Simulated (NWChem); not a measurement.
System: C4H6O; SMILES C(OC)C#C

```xyz
11

C      0.2735     2.5762     0.0000
C     -0.0990     1.4288     0.0000
C     -0.5891     0.0512     0.0000
O      0.5013    -0.8528     0.0000
C      0.0689    -2.1970     0.0000
H      0.6172     3.5855     0.0000
H     -1.2284    -0.1149     0.8855
H     -1.2284    -0.1149    -0.8855
H      0.9668    -2.8196     0.0000
H     -0.5319    -2.4340     0.8935
H     -0.5319    -2.4340    -0.8935
```
Atoms are numbered in this order, from 1.

Program: NWChem. Medium grid unless said otherwise, to which SCAN and Minnesota functionals are sensitive. Coordinates come from a B3LYP/6-31G* (spherical d) optimisation.

Q: Order these by “dipole (D)”, lowest first: PBE/def2-TZVP; B3LYP/def2-TZVP; CAM-B3LYP/def2-TZVP.

A: PBE/def2-TZVP (1.43), B3LYP/def2-TZVP (1.53), CAM-B3LYP/def2-TZVP (1.60)
